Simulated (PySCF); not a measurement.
Vertical excitations of a molecule C2H10OSi3 from TDA-PBE/def2-SVPD (PySCF), as energy in eV (oscillator strength): 5.24 (0.029), 5.45 (0.036), 5.64 (0.050), 5.79 (0.003), 6.16 (0.092), 6.24 (0.006). Lowest triplet (TDA): 4.70 eV. The structure is a stationary point at B3LYP-D3(BJ)/def2-SVP. The values are those of a single conformer.

Task: Pick the molecule that these values belong to.
A. C[C@@H]1[SiH2][SiH2][Si@@H]1O
B. O[Si@@H]1C[C@H]([SiH3])[SiH2]1
C. C[Si@@H]([SiH3])C(=O)[SiH3]
D. CC(=O)[SiH]([SiH3])[SiH3]

Result: B, O[Si@@H]1C[C@H]([SiH3])[SiH2]1
